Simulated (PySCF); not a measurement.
This PySCF input asks for the NMR shieldings of `C#C/C=C(\Cl)C=C`, C$_{6}$H$_{5}$Cl; the geometry comes from GFN2-xTB.

```python
import basis_set_exchange as bse
import numpy as np
from pyscf import gto, dft
from pyscf.prop import nmr

atoms = """
C     3.285755   -0.895696    0.112511
C     2.256410   -0.274059    0.113845
C     1.056981    0.451935    0.116227
C    -0.160177   -0.096583   -0.055302
Cl   -0.289544   -1.807635   -0.295405
C    -1.382169    0.674013   -0.050197
C    -2.605668    0.181111   -0.213847
H     4.185307   -1.435349    0.111207
H     1.141222    1.520281    0.265287
H    -1.237372    1.735339    0.105237
H    -2.776056   -0.870200   -0.369415
H    -3.473491    0.816159   -0.198440
"""
names = dict.fromkeys(["C", "Cl", "H"], "pcSseg-1")
basis = {el: gto.basis.parse(bse.get_basis(n, elements=[el], fmt="nwchem")) for el, n in names.items()}
mol = gto.M(atom=atoms, basis=basis, charge=0, verbose=0)
mf = dft.RKS(mol, xc="PBE0")
mf.grids.level = 2
mf.grids.alignment = dft.numint.BLKSIZE   # the property module wants whole blocks of grid points
mf.conv_tol = 1e-9
mf.kernel()

calc = nmr.RKS(mf)   # GIAO
C = mf.mo_coeff
Co = C[:, mf.mo_occ > 0]
resp = mf.gen_response(singlet=True, hermi=2)
def vind(x):   # induced exchange potential for any number of trial vectors
    d = np.einsum("pi,xij,qj->xpq", C, 2 * x.reshape(-1, C.shape[1], Co.shape[1]), Co, optimize=True)
    return np.einsum("xpq,pi,qj->xij", resp(d - d.transpose(0, 2, 1)), C, Co, optimize=True).ravel()
mo1, _ = nmr.rhf.solve_mo1(calc, with_cphf=vind)
sigma = calc.kernel(mo1)
for i, s in enumerate(sigma):   # ppm
    w = np.linalg.eigvalsh((s + s.T) / 2)
    print("%2d %-2s iso %8.1f  s11 %8.1f  s22 %8.1f  s33 %8.1f" % (i, mol.atom_pure_symbol(i), w.mean(), *w))
```

Q: What are the results?

A: 
```
 0 C  iso     85.1  s11     32.0  s22     43.6  s33    179.8
 1 C  iso    102.6  s11      3.0  s22      8.5  s33    296.5
 2 C  iso     71.2  s11    -17.7  s22     87.8  s33    143.4
 3 C  iso     28.1  s11    -76.7  s22     52.8  s33    108.3
 4 Cl iso    734.4  s11    478.6  s22    801.9  s33    922.9
 5 C  iso     46.6  s11    -63.4  s22     58.0  s33    145.3
 6 C  iso     58.0  s11    -48.7  s22     52.0  s33    170.7
 7 H  iso     28.2  s11     24.6  s22     25.1  s33     34.9
 8 H  iso     26.0  s11     22.2  s22     26.8  s33     28.9
 9 H  iso     25.1  s11     23.1  s22     24.0  s33     28.4
10 H  iso     25.5  s11     22.2  s22     23.2  s33     31.1
11 H  iso     26.0  s11     24.1  s22     25.0  s33     28.8
```

These numbers come from an equivalent density-fitted implementation of the same equations, which agrees with the script to about 0.01 ppm for H and up to a few tenths of a ppm for heavy atoms, so last digits may differ.

Q: Turn these shieldings into chemical shifts. Scale: $^{13}$C (σ = 186.93 ppm) and $^{1}$H (σ = 31.72 ppm) against TMS; $^{35}$Cl (σ = 949.78 ppm) against HCl (reference shieldings calculated alike).

A: Averaging equivalent atoms: C 3: 158.8; C 5: 140.3; C 6: 128.9; C 2: 115.7; C 0: 101.8; C 1: 84.3; Cl 4: 215; H 9: 6.57; H 10: 6.23; H 8: 5.76; H 11: 5.74; H 7: 3.48 ppm. 

Size and cost of the density-fitted run: 151 basis functions, 21 s wall time on 1 thread of an Intel Xeon Platinum 8259CL, shared host; peak memory 0.71 GiB.
